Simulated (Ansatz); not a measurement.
Isolated molecules relaxed with PBE0-D4/def2-TZVP in Ansatz; ΔE leaves out vibrations. CCSD(T)/CBS adds triple-zeta CCSD(T) − MP2 to the extrapolated MP2 energy (def2 sets, frozen cores). This one scheme is used for every species. Elements past krypton have def2 core potentials. For Mo outer-core shells are correlated without core-valence functions, which leaves a few kJ/mol of doubt a bond. One conformer a species, not always the lowest.

Reaction (formal hydrolysis of a Mo–F bond): `[CH3][Mo]([F])(=[S])=[S]` + H₂O → `[CH3][Mo]([OH])(=[S])=[S]` + H–F

| species | CCSD(T)/CBS(def2) energy (Eh) |
| --- | --- |
| `[CH3][Mo]([F])(=[S])=[S]` | -1003.45925 |
| H₂O | -76.37941 |
| `[CH3][Mo]([OH])(=[S])=[S]` | -979.43620 |
| H–F | -100.39570 |

Question: Work out ΔE.

Answer: ΔE = (-979.43620) + (-100.39570) − (-1003.45925) − (-76.37941) = 0.00676 Eh = +17.7 kJ/mol.

Largest T1 diagnostic among the species: 0.025, so the coupled-cluster value is less sure than usual.

The D4 term adds −4.4 kJ/mol with B3LYP and −2.4 kJ/mol with PBE0; it sums over pairs of atoms, weighted by their polarisabilities, and B3LYP, whose exchange is more repulsive, gets the larger term. From BLYP to BHLYP (50 % exact exchange), in def2-TZVPP and without D4, ΔE moves by −5.2 kJ/mol.

B3LYP here is the variant with VWN-RPA as its local correlation; programs differ in this.
